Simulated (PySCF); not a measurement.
## Correlation energy of Ru (ruthenium, neutral)

[Kr] 4d8, high-spin 3F determinant (an excited configuration). All numbers are calculated (PySCF 2.14, scalar relativity by spin-free X2C-1e, in ANO-RCC-VTZP (7s6p4d2f1g, 68 functions)). Frozen: [Kr]; 8 electrons correlated.

```json
{"level": "CCSD", "correlation energy (mhartree)": "-222.51"}
{"level": "(T)", "correlation energy (mhartree)": "-11.51"}
{"level": "CCSD(T)", "correlation energy (mhartree)": "-234.02"}
```

Diagnostics: T1 = 0.0067, D1 = 0.0109, largest double amplitude 0.036.

Task: Is a single reference adequate?

Result: Yes, within this model without spin-orbit coupling: T1 lies below 0.03 and no double amplitude reaches 0.07.
